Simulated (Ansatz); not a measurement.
C3H5F3Ge (`C=C[CH2][Ge]([F])([F])[F]`). Charge 0, multiplicity 1.

```xyz
12

C    -1.242   -0.305    1.658
C    -0.030   -0.255    1.124
C     0.304   -0.741   -0.246
Ge    0.655    0.728   -1.450
F     1.302    0.227   -2.958
F    -0.740    1.644   -1.835
F     1.785    1.850   -0.814
H    -2.087   -0.721    1.119
H    -1.430    0.073    2.655
H     0.789    0.177    1.691
H     1.206   -1.359   -0.257
H    -0.511   -1.319   -0.687
```

List the harmonic frequencies (cm⁻¹, unscaled) at PBE0-D4/def2-TZVP in Ansatz. (An estimate is asked.)

Computed: 35, 62, 118, 168, 218, 236, 258, 296, 397, 555, 706, 742, 746, 749, 799, 950, 962, 1028, 1067, 1197, 1215, 1332, 1427, 1458, 1722, 3072, 3132, 3157, 3173, 3251.

Is this a minimum?

Yes, all 30 modes are real.

Give the ideal-gas thermochemistry at 298.15 K and 1 bar (rigid rotor, harmonic oscillator; point group C1, symmetry number 1).

Zero-point energy 204.7 kJ/mol; H(298) − E = 230.7 kJ/mol; entropy 400.5 J/(mol·K), of which translation 173.0, rotation 119.9, vibration 107.6; G(298) − E = 111.3 kJ/mol. Modes under 100 cm⁻¹ are hindered rotations or soft bends, so the harmonic entropy is rough.

And at 400, 500, 600, 800 and 1000 K?


| T (K) | H − E (kJ/mol) | S (J/mol/K) | G − E (kJ/mol) |
| --- | --- | --- | --- |
| 400 | 245.3 | 442.5 | 68.3 |
| 500 | 261.8 | 479.2 | 22.2 |
| 600 | 280.0 | 512.4 | -27.4 |
| 800 | 320.2 | 570.0 | -135.8 |
| 1000 | 364.0 | 618.9 | -254.9 |
